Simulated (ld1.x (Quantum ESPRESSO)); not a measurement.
Varying the ultrasoft potential for gallium

Base potential:

```json
{
 "Element": "Ga (Z = 31)",
 "Generator": "ld1.x (Quantum ESPRESSO) 7.5",
 "Type": "ultrasoft",
 "Functional": "PBE",
 "Relativity": "scalar-relativistic",
 "Frozen core": "[Ar] 3d10",
 "Valence charge": "3",
 "Reference configuration": "4s2 4p1",
 "Partial waves": "4s (bound): rcut 2.15, rcutus 2.40 bohr; 4s channel at 3.3 Ry: rcut 2.15, rcutus 2.40 bohr; 4p (bound): rcut 1.60, rcutus 1.70 bohr; 4p channel at 1 Ry: rcut 1.60, rcutus 1.70 bohr",
 "Local potential": "all-electron potential smoothed inside 1.55 bohr (lloc = -1)",
 "Core correction": "a·sin(br)/r model core inside 0.90 bohr",
 "Augmentation charge": "PSQ, radius 1.80 bohr"
}
```

All-electron outer shells of the reference configuration (PBE, scalar-relativistic, ld1.x):

```tsv
shell	level (eV)	outermost node (bohr)	outermost maximum (bohr)
3p	-98.86	0.24	0.56
3d	-19.15	–	0.53
4s	-8.95	0.81	1.90
4p	-2.58	0.87	2.53
```

Cutoffs, loose and tight: the cutoffs (Ry, on a coarse ladder) from which the occupation-weighted sum of valence levels, in a spherical-Bessel basis at the reference potential, stays within 10 and 1 mRy of its value at 400 Ry. They do not see the model core or the augmentation charge, which bear on the density cutoff. Test errors are all-electron minus pseudo excitation energies from the reference, over the configurations 4s2 4p0; 4s1 4p0; 4s2 4p0.5; 4s1 4p2; 4s2 4p1.3; 4s0 4p3; 4s1 4p1. A dash means not determined; rows that change the core or the reference have their own tests.

A true bound ghost makes a file unfit for plane-wave use even where its test errors are small: the radial tests pick states by their node count and pass the ghost by.

```tsv
change	outcome	cutoff, loose	cutoff, tight	bound ghosts	largest test error (meV)
base	generated	6 Ry	15 Ry	none	test run stopped at test 1 of 7 (negative rho)
local potential all-electron potential smoothed inside 0.98 bohr (lloc = -1)	generated	6 Ry	12 Ry	s, p	test run stopped at test 1 of 7 (negative rho)
local potential all-electron potential smoothed inside 1.26 bohr (lloc = -1)	generated	6 Ry	12 Ry	none	test run stopped at test 1 of 7 (negative rho)
local potential all-electron potential smoothed inside 1.64 bohr (lloc = -1)	generated	6 Ry	15 Ry	none	test run stopped at test 1 of 7 (negative rho)
local potential all-electron potential smoothed inside 1.96 bohr (lloc = -1)	generated	6 Ry	15 Ry	none	test run stopped at test 1 of 7 (negative rho)
local potential all-electron potential smoothed inside 2.68 bohr (lloc = -1)	generated	6 Ry	15 Ry	none	test run stopped at test 1 of 7 (negative rho)
```

(1) What comes out with this change to the base: local potential all-electron potential smoothed inside 2.32 bohr (lloc = -1)?

Answers

(1) outcome: generated; cutoff, loose: 6 Ry; cutoff, tight: 18 Ry; bound ghosts: p; largest test error (meV): test run stopped at test 1 of 7 (negative rho).

Reading the sweep of the rcloc (base included, trends over the rows without a ghost): The loose cutoff stays near 6 Ry. Bound ghosts are found at 0.98, 2.32 bohr.
